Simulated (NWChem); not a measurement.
All runs are NWChem calculations. System: Al₂, charge 0, spin multiplicity 3, at a geometry optimised with UPBE0/def2-SVP. The structure started from a generated list of species. Its SCF solution wasn't tested for a lower state. Level: UHF/def2-TZVP.

Input file:

```
start mol
memory heap 200 mb stack 900 mb global 1100 mb
geometry units angstroms nocenter noautoz
  Al     0.000000     0.000000     1.241108
  Al     0.000000     0.000000    -1.241108
  symmetry group D2h
end
basis spherical
  * library def2-tzvp
end
scf
  uhf
  nopen 2
  maxiter 100
  thresh 1e-7
  semidirect memsize 60000000 filesize 0
  # guess.movecs holds the orbitals of an unrestricted PBE0 run
  vectors input guess.movecs output mol.movecs
end
task scf energy
```

NWChem printed:

```
             Northwest Computational Chemistry Package (NWChem) 7.3.0
             --------------------------------------------------------

                                NWChem Input Module
                                -------------------

 Scaling coordinates for geometry "geometry" by  1.889725989
 (inverse scale =  0.529177249)

 Turning off AUTOSYM since
 SYMMETRY directive was detected!

                             Geometry "geometry" -> ""
                             -------------------------

 Output coordinates in angstroms (scale by  1.889725989 to convert to a.u.)

  No.       Tag          Charge          X              Y              Z
 ---- ---------------- ---------- -------------- -------------- --------------
    1 Al                  13.0000     0.00000000     0.00000000     1.24110800
    2 Al                  13.0000     0.00000000     0.00000000    -1.24110800

 Effective nuclear repulsion energy (a.u.)      36.0286756193

            Nuclear Dipole moment (a.u.)
            ----------------------------
        X                 Y               Z
 ---------------- ---------------- ----------------
     0.0000000000     0.0000000000     0.0000000000

      Symmetry information
      --------------------

 Group name             D2h
 Group number             26
 Group order               8
 No. of unique centers     1

      Symmetry unique atoms

     1


 Summary of "ao basis" -> "" (spherical)
 ------------------------------------------------------------------------------
       Tag                 Description            Shells   Functions and Types
 ---------------- ------------------------------  ------  ---------------------
 *                         def2-tzvp                  on all atoms

 Summary of "ao basis" -> "ao basis" (spherical)
 ------------------------------------------------------------------------------
       Tag                 Description            Shells   Functions and Types
 ---------------- ------------------------------  ------  ---------------------
 Al                        def2-tzvp                13       37   5s5p2d1f

                                 NWChem SCF Module
                                 -----------------

  ao basis        = "ao basis"
  functions       =    74
  atoms           =     2
  alpha electrons =    14
  beta  electrons =    12
  charge          =   0.00
  wavefunction    = UHF
  use symmetry    = T
  symmetry adapt  = T

 Summary of "ao basis" -> "ao basis" (spherical)
 ------------------------------------------------------------------------------
       Tag                 Description            Shells   Functions and Types
 ---------------- ------------------------------  ------  ---------------------
 Al                        def2-tzvp                13       37   5s5p2d1f

      Symmetry analysis of basis
      --------------------------

        ag         16
        au          3
        b1g         3
        b1u        16
        b2g         9
        b2u         9
        b3g         9
        b3u         9

 Forming initial guess at       0.0s

   Symmetry analysis of molecular orbitals - initial alpha
   -------------------------------------------------------

  Numbering of irreducible representations:

     1 ag          2 au          3 b1g         4 b1u         5 b2g
     6 b2u         7 b3g         8 b3u

  Orbital symmetries:

     1 b1u         2 ag          3 ag          4 b1u         5 ag
     6 b3u         7 b2u         8 b3g         9 b2g        10 b1u
[...]
    18      0.782218  1 Al px                55     -0.782218  2 Al px
    15      0.245419  1 Al px                52     -0.245419  2 Al px

 Vector   17  Occ=0.000000D+00  E= 4.059557D-02  Symmetry=b3g
              MO Center= -5.0D-31,  5.7D-20, -5.7D-17, r^2= 7.3D+00
   Bfn.  Coefficient  Atom+Function         Bfn.  Coefficient  Atom+Function
  ----- ------------  ---------------      ----- ------------  ---------------
    19      0.782218  1 Al py                56     -0.782218  2 Al py
    16      0.245419  1 Al py                53     -0.245419  2 Al py

                     UHF Final Beta Molecular Orbital Analysis
                     -----------------------------------------

 Vector   10  Occ=1.000000D+00  E=-3.216635D+00  Symmetry=b3g
              MO Center= -2.8D-34,  6.6D-23, -8.8D-17, r^2= 1.7D+00
   Bfn.  Coefficient  Atom+Function         Bfn.  Coefficient  Atom+Function
  ----- ------------  ---------------      ----- ------------  ---------------
     7      0.387031  1 Al py                44     -0.387031  2 Al py
    10      0.290938  1 Al py                47     -0.290938  2 Al py

 Vector   11  Occ=1.000000D+00  E=-4.396075D-01  Symmetry=ag
              MO Center= -3.1D-16,  3.0D-16, -7.7D-16, r^2= 3.0D+00
   Bfn.  Coefficient  Atom+Function         Bfn.  Coefficient  Atom+Function
  ----- ------------  ---------------      ----- ------------  ---------------
     4      0.492893  1 Al s                 41      0.492893  2 Al s
     3     -0.256390  1 Al s                 40     -0.256390  2 Al s
     5      0.205045  1 Al s                 42      0.205045  2 Al s

 Vector   12  Occ=1.000000D+00  E=-3.115074D-01  Symmetry=b1u
              MO Center=  2.8D-18, -3.1D-33,  9.2D-16, r^2= 5.3D+00
   Bfn.  Coefficient  Atom+Function         Bfn.  Coefficient  Atom+Function
  ----- ------------  ---------------      ----- ------------  ---------------
     4      0.487191  1 Al s                 41     -0.487191  2 Al s
     5      0.374437  1 Al s                 42     -0.374437  2 Al s
     3     -0.248097  1 Al s                 40      0.248097  2 Al s

 Vector   13  Occ=0.000000D+00  E=-7.993798D-03  Symmetry=ag
              MO Center= -3.6D-17, -9.4D-17, -1.3D-15, r^2= 6.7D+00
   Bfn.  Coefficient  Atom+Function         Bfn.  Coefficient  Atom+Function
  ----- ------------  ---------------      ----- ------------  ---------------
    20      0.444592  1 Al pz                57     -0.444592  2 Al pz
     5      0.331360  1 Al s                 42      0.331360  2 Al s
    17      0.289399  1 Al pz                54     -0.289399  2 Al pz

 Vector   14  Occ=0.000000D+00  E= 2.826593D-02  Symmetry=b2u
              MO Center=  2.2D-32, -3.1D-16,  3.5D-17, r^2= 5.9D+00
   Bfn.  Coefficient  Atom+Function         Bfn.  Coefficient  Atom+Function
  ----- ------------  ---------------      ----- ------------  ---------------
    19      0.452861  1 Al py                56      0.452861  2 Al py
    16      0.195123  1 Al py                53      0.195123  2 Al py

 Vector   15  Occ=0.000000D+00  E= 2.826593D-02  Symmetry=b3u
              MO Center=  2.9D-16,  1.7D-17, -1.5D-16, r^2= 5.9D+00
   Bfn.  Coefficient  Atom+Function         Bfn.  Coefficient  Atom+Function
  ----- ------------  ---------------      ----- ------------  ---------------
    18      0.452861  1 Al px                55      0.452861  2 Al px
    15      0.195123  1 Al px                52      0.195123  2 Al px

 center of mass
 --------------
 x =   0.00000000 y =   0.00000000 z =   0.00000000

 moments of inertia (a.u.)
 ------------------
         296.833936193260           0.000000000000           0.000000000000
           0.000000000000         296.833936193260           0.000000000000
           0.000000000000           0.000000000000           0.000000000000

  Mulliken analysis of the total density
  --------------------------------------

    Atom       Charge   Shell Charges
 -----------   ------   -------------------------------------------------------
    1 Al  13    13.00   2.00  0.66  1.31  1.14  0.70  2.90  2.28  0.81  0.50  0.59  0.02  0.07  0.01
    2 Al  13    13.00   2.00  0.66  1.31  1.14  0.70  2.90  2.28  0.81  0.50  0.59  0.02  0.07  0.01

  Mulliken analysis of the alpha density
  --------------------------------------

    Atom       Charge   Shell Charges
 -----------   ------   -------------------------------------------------------
    1 Al  13     7.00   1.00  0.33  0.66  0.55  0.37  1.46  1.14  0.40  0.45  0.55  0.02  0.07  0.00
    2 Al  13     7.00   1.00  0.33  0.66  0.55  0.37  1.46  1.14  0.40  0.45  0.55  0.02  0.07  0.00

   Mulliken analysis of the beta density
   -------------------------------------

    Atom       Charge   Shell Charges
 -----------   ------   -------------------------------------------------------
    1 Al  13     6.00   1.00  0.33  0.66  0.59  0.33  1.44  1.14  0.41  0.05  0.04  0.00  0.00  0.00
    2 Al  13     6.00   1.00  0.33  0.66  0.59  0.33  1.44  1.14  0.41  0.05  0.04  0.00  0.00  0.00

   Mulliken analysis of the spin density
   -------------------------------------

    Atom       Charge   Shell Charges
 -----------   ------   -------------------------------------------------------
    1 Al  13     1.00  -0.00  0.00 -0.00 -0.04  0.04  0.01 -0.00 -0.00  0.40  0.51  0.01  0.06  0.00
    2 Al  13     1.00  -0.00  0.00 -0.00 -0.04  0.04  0.01 -0.00 -0.00  0.40  0.51  0.01  0.06  0.00

       Multipole analysis of the density wrt the origin
       ------------------------------------------------

     L   x y z        total         alpha         beta         nuclear
     -   - - -        -----         -----         ----         -------
     0   0 0 0     -0.000000    -14.000000    -12.000000     26.000000

     1   1 0 0     -0.000000     -0.000000      0.000000      0.000000
     1   0 1 0     -0.000000      0.000000     -0.000000      0.000000
     1   0 0 1      0.000000      0.000000      0.000000      0.000000

     2   2 0 0    -22.642966    -16.697529     -5.945437      0.000000
     2   1 1 0      0.000000      0.000000      0.000000      0.000000
     2   1 0 1      0.000000     -0.000000      0.000000      0.000000
     2   0 2 0    -22.642966    -16.697529     -5.945437      0.000000
     2   0 1 1      0.000000      0.000000      0.000000      0.000000
     2   0 0 2    -15.573570    -82.073634    -76.517761    143.017825

 Task  times  cpu:        0.5s     wall:        0.5s

 Total times  cpu:        0.5s     wall:        0.5s
```
